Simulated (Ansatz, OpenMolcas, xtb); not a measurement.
How methods differ on AlGeH4F (SMILES [F][AlH][GeH3])

AlGeH4F has 7 atoms, charge 0, and is taken as a singlet. SMILES: `[F][AlH][GeH3]`. The coordinates come from a PBE0-D4/def2-TZVP relaxation.

```xyz
7

F    -2.0020   -1.4878    0.7165
Al   -0.4915   -1.3271    0.0666
Ge    0.4282    0.9603   -0.0651
H     0.2040   -2.6599   -0.4226
H     0.0957    1.5992   -1.4280
H    -0.1364    1.8870    1.0248
H     1.9633    0.9602    0.0623
```

Each level gives the electronic atomisation energy (eV). The values are calculated. Electronic energies at fixed atoms, without zero-point motion or spin-orbit coupling.

```
           level                   kind     program  value (eV)
        GFN0-xTB         semi-empirical         xtb       32.34
    HF/def2-SVPD           Hartree–Fock      Ansatz       15.55
 SVWN5/def2-SVPD                    LDA      Ansatz       22.89
revPBE/def2-SVPD                    GGA  OpenMolcas       19.60
 M06-L/def2-SVPD               meta-GGA  OpenMolcas       20.62
  TPSS/def2-SVPD               meta-GGA  OpenMolcas       20.81
  PBE0/def2-SVPD          global hybrid      Ansatz       20.05
   MP2/def2-SVPD    perturbation theory      Ansatz       19.76
  CCSD/def2-SVPD  coupled cluster or CI      Ansatz       19.54
```

All-electron rows without a relativistic Hamiltonian named are non-relativistic. Correlated wave functions underbind in double-zeta sets. The values span 15.55 to 32.34 eV. GFN0-xTB: no spin polarisation, so open shells miss the exchange term that lowers them. In the correlated wave-function rows the outer d shell of Ge is correlated, in sets not made for it.
